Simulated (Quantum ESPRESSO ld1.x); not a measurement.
Results of a calculation; reference values are marked as such.
Si4+, configuration [Ne] (the NIST ground configuration). Level of theory: non-relativistic Kohn-Sham, LDA (Slater exchange, Perdew-Wang correlation), spin-polarised, spherical densities, point nucleus (ld1.x of Quantum ESPRESSO 7.5).

Unscreened Slater integrals over Kohn-Sham orbitals (eV). They are taken over the spin-up orbitals.

F0(2p,2p): 47.033
F2(2p,2p): 21.603
F0(2p,2s): 44.859
G1(2p,2s): 26.715
F0(2p,1s): 66.236
G1(2p,1s): 9.0858
F0(2s,2s): 43.438
F0(2s,1s): 61.428
G0(2s,1s): 4.9457
F0(1s,1s): 228.63
